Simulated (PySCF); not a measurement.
The electron affinity along group 10

Calculated with PySCF 2.14 from differences of total energies of unrestricted determinants, without spin-orbit coupling. Values in eV. The last column holds reference values (measured affinities from photodetachment; the arrow runs from anion to atom). Unmarked ones compare directly (S terms, centres of terms, or small fine structure); those marked * lie between the lowest fine-structure levels and include a spin-orbit shift.

```tsv
element	configurations	UHF	MP2 (valence)	SCS-MP2 (valence)	reference
Ni (aug-cc-pVTZ, non-relativistic)	[Ar] 3d9 4s2 → [Ar] 3d8 4s2	-1.449	1.545	1.237	1.157 *
Pd (aug-cc-pVTZ-PP with ECP28MDF, ECP)	[Kr] 4d10 5s1 → [Kr] 4d10	-0.240	0.239	0.159	0.562
Pt (aug-cc-pVTZ-PP with ECP60MDF, ECP)	[Xe] 4f14 5d9 6s2 → [Xe] 4f14 5d9 6s1	0.421	1.913	1.928	2.125 *
```

The highest occupied level of the anion is positive for Pd⁻ at UHF, so there the basis helps to hold the electron.

"Valence" correlates the outer s and p shells and, in groups 3 to 12 and the f block, the outer d or f shell, open or full, or the next shell where the ion has no valence electron left; the wider scheme adds the next inner shell.
